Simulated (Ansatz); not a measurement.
`[OH][Ge][O][SiH3]` + HCl → `[SiH3][O][Ge][Cl]` + H₂O at 600 K and 1 bar (ligand exchange at a Ge–O bond).

Isolated molecules relaxed with PBE0-D4/def2-TZVP in Ansatz; ΔE leaves out vibrations. CCSD(T)/CBS adds triple-zeta CCSD(T) − MP2 to the extrapolated MP2 energy (def2 sets, frozen cores). This one scheme is used for every species. For Ge outer-core shells are correlated without core-valence functions, which leaves a few kJ/mol of doubt a bond. Scalar relativity is left out up to krypton. Each species was taken in one conformer, which may not be the lowest.

```csv
species,CCSD(T)/CBS energy (Eh),H − E (kJ/mol),S (J/(mol·K))
`[OH][Ge][O][SiH3]`,-2518.03462,167.7,430.6
HCl,-460.38127,35.4,207.2
`[SiH3][O][Ge][Cl]`,-2902.05095,132.0,425.9
H₂O,-76.37941,76.8,212.8
```

H − E and S are ideal-gas, rigid-rotor, harmonic terms from PBE0-D4/def2-TZVP, for one conformer and one mirror image of each species. 1 Eh = 2625.50 kJ/mol, R = 8.31446 J/(mol·K).

Question: By hand: ΔE, ΔH, ΔS and ΔG.

Answer: ΔE = (-2902.05095) + (-76.37941) − (-2518.03462) − (-460.38127) = -0.01447 Eh = -38.0 kJ/mol. Δ(H − E) = 132.0 + 76.8 − 167.7 − 35.4 = 5.7, so ΔH = -32.3 kJ/mol. ΔS = 425.9 + 212.8 − 430.6 − 207.2 = 0.9 J/(mol·K). ΔG = -32.3 − 600 × (0.9)/1000 = -32.8 kJ/mol.

Question: By hand: the equilibrium constant, and the temperature at which ΔG would vanish if ΔH and ΔS stayed fixed.

Answer: log₁₀ K = −ΔG/(RT ln 10) = 2.9. ΔH and −TΔS have one sign here, so there is no such temperature.

The number of gas molecules stays the same, so ΔS is small and ΔH decides. A doubt of 5 kJ/mol in ΔE shifts log₁₀ K by 0.4 here. Other conformers and mirror images would add mixing entropy, several J/(mol·K) or more a flexible species. Modes under 60 cm⁻¹, often nearly free rotors, make the harmonic entropy too high. These are equilibria of isolated gas molecules and say nothing of rates. Largest T1 diagnostic: 0.015 (customary marks: 0.02 for closed shells, 0.045 for open ones).

ΔS is within the doubt of such terms, so its sign, and with it that verdict, could turn.
